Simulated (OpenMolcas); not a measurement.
# How basis sets differ on CH7NOSi (SMILES CO[SiH2]N)

The species is CH7NOSi (11 atoms), meant as a singlet with charge 0. SMILES: `CO[SiH2]N`. Geometry: relaxed at PBE0-D4/def2-TZVP. This is one conformer, not always the lowest.

```xyz
11

C    -0.6553    1.7119    0.5002
O    -0.6106    0.5087   -0.2271
Si    0.5338   -0.6427    0.0543
N     0.3447   -2.0069   -0.9437
H     0.2584    2.3029    0.3623
H    -1.5015    2.3012    0.1424
H    -0.7907    1.5318    1.5738
H     0.4219   -1.0799    1.4723
H     1.8746   -0.0550   -0.2121
H    -0.4034   -2.6611   -0.7833
H     0.5936   -1.9680   -1.9184
```

Quantity: the dipole moment, in D. The values are calculated.

```json
{"level": "HF/ANO-RCC-MB (DKH2)", "kind": "Hartree–Fock", "program": "OpenMolcas", "value (D)": "0.25", "CPU time": "2.4 s"}
{"level": "HF/STO-3G", "kind": "Hartree–Fock", "program": "OpenMolcas", "value (D)": "0.18", "CPU time": "3.4 s"}
{"level": "HF/3-21G", "kind": "Hartree–Fock", "program": "OpenMolcas", "value (D)": "0.39", "CPU time": "4.5 s"}
{"level": "HF/ANO-R1 (sfX2C, RICD fitting)", "kind": "Hartree–Fock", "program": "OpenMolcas", "value (D)": "0.35", "CPU time": "8.7 s"}
{"level": "HF/cc-pVDZ", "kind": "Hartree–Fock", "program": "OpenMolcas", "value (D)": "0.35", "CPU time": "14 s"}
```

The values span 0.18 to 0.39 D. Magnitudes only. Sets without polarisation functions give poor dipoles. Times are those of the runs behind each value, whatever else they computed, on shared processors of several kinds: orders of magnitude only.
